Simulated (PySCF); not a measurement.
SMILES ClB1[N]B(NB(Cl)N1)Cl, doublet (B3LYP/def2-SVP optimised geometry):

```
11

Cl    -1.921     2.805     0.002
B     -1.118     1.227     0.001
N      0.277     1.045     0.000
B      1.073    -0.116     0.000
Cl     2.844    -0.116     0.000
N      0.282    -1.316     0.000
B     -1.149    -1.282    -0.001
Cl    -2.081    -2.805    -0.003
N     -1.828    -0.023     0.000
H      0.756    -2.214     0.000
H     -2.844    -0.008     0.001
```

Level of theory: unrestricted B3LYP/def2-TZVP (PySCF 2.14.0).

**Question.** What are the frontier orbital energies (α orbitals alone; a β orbital can be the lowest empty one) and the dipole moment?

**Answer.** HOMO-2 -8.92 eV, HOMO-1 -8.48 eV, HOMO -8.46 eV, LUMO -0.48 eV, LUMO+1 -0.32 eV; dipole moment 0.98 D.

On the same geometry unrestricted PBE/def2-TZVP (PySCF) gives HOMO-2 -7.77 eV, HOMO-1 -7.41 eV, HOMO -7.34 eV, LUMO -1.26 eV, LUMO+1 -1.11 eV; dipole moment 1.04 D.

Meta-Löwdin charges at B3LYP/def2-TZVP: Cl1 -0.10, B2 0.22, N3 -0.14, B4 0.22, Cl5 -0.10, N6 -0.36, B7 0.24, Cl8 -0.13, N9 -0.36, H10 0.26, H11 0.26.
